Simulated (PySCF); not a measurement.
Some computed properties have been withheld. Give your best values.

Species: CH14N2Si5.
InChI=1S/CH14N2Si5/c1-2-6-3(4)7-8-5/h1,6-8H2,4-5H3

Conformer (atom-mapped SMILES and torsion angles): `[CH2:1]=[N:2][SiH2:3][N:4]([SiH3:5])[SiH2:6][SiH2:7][SiH3:8]`: C1–N2–Si3–N4 131°, N2–Si3–N4–Si5 -109°, Si3–N4–Si6–Si7 -73°, N4–Si6–Si7–Si8 -29°.

```csv
property,level,value
point group of the GFN2-xTB geometry,GFN2-xTB,?
"rotational constants A, B, C of the GFN2-xTB geometry",GFN2-xTB,"0.903, 0.681, 0.564 GHz"
dipole moment,PBE0/pcSseg-1,?
HOMO energy,PBE0/pcSseg-1,-7.19 eV
LUMO energy,PBE0/pcSseg-1,-1.16 eV
13C chemical shifts (computed TMS as zero) by class,GIAO PBE0/pcSseg-1,?
1H chemical shifts (computed TMS as zero) by class,GIAO PBE0/pcSseg-1,"8.61 (1 H), 8.40 (1 H), 5.45 (2 H), 5.24 (2 H), 4.81 (3 H), 3.49 (2 H), 3.42 (3 H) ppm"
"isotropic shieldings of nuclei other than C and H, by class",GIAO PBE0/pcSseg-1,"-148 (1 N), 267 (1 N), 376 (1 Si), 378 (1 Si), 394 (1 Si), 466 (1 Si), 479 (1 Si) ppm"
```

Electronic properties: PySCF, gas phase, density fitting. NMR classes are plain means over equivalent atoms (diastereotopic ones count apart unless rotation or inversion swaps them), as if these changed places fast; in this geometry the members of some classes differ.

(1) Give the point group of the GFN2-xTB geometry.

(2) What are the 13C chemical shifts (computed TMS as zero) by class?

(3) Give the dipole moment.

Results:

(1) C1.

(2) 171.8 (1 C) ppm.

(3) 2.01 D.

In atomic units the dipole is 0.79 e·bohr (1 au = 2.5417 D). With B = h/(8π²I), that is 505.379 GHz u Å² over I, the principal moments of inertia are 559.5, 742.0 and 895.7 u Å² (most abundant isotopes). The rotational constants make it an asymmetric top with κ = (2B − A − C)/(A − C) = -0.3, nearer the prolate limit (−1).

For the NMR shielding job (PBE0/pcSseg-1), on one thread, Arm Neoverse V1 (aarch64), no GPU, on a shared host, this took 69 s of wall time and 1.1 GiB of memory at its peak.

One conformer stands for the species.
